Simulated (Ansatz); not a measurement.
Z-matrix (Å, degrees):
```
C
S 1 1.823
H 1 1.090 2 105.9
H 1 1.089 2 110.6 3 -118.5
H 1 1.088 2 110.9 3 118.5
Si 2 2.112 1 99.9 3 -178.6
Cl 6 2.055 2 112.2 1 -58.5
F 6 1.599 2 110.2 1 57.7
```

The species carries charge 0 and has multiplicity 2.

**Question.** List the r2SCAN/def2-TZVPP orbital energies in eV (Ansatz). (Best estimate.)

**Answer.** Computed: α occupied: -2753.70, -2409.48, -1793.48, -666.61, -274.33, -255.09, -213.90, -193.64, -193.50, -193.48, -158.00, -157.89, -157.77, -143.65, -98.58, -98.53, -98.50, -31.71, -21.90, -20.75, -17.12, -14.00, -12.03, -11.76, -11.50, -11.29, -10.97, -10.22, -9.01, -8.75, -8.38, -6.62, -6.00. α empty: -1.02, -0.29, 0.41, 1.05, 1.80, 2.56, 2.96, 3.59. β occupied: -2753.68, -2409.46, -1793.38, -666.54, -274.32, -255.07, -213.89, -193.59, -193.47, -193.47, -157.97, -157.86, -157.75, -143.57, -98.45, -98.42, -98.37, -31.60, -21.77, -20.65, -17.00, -13.74, -11.91, -11.67, -11.36, -11.12, -10.87, -10.12, -8.87, -8.68, -8.22, -6.57. β empty: -3.46, -0.79, 0.34, 0.89, 1.42, 1.87, 2.77, 3.14. ⟨S²⟩ = 0.753.
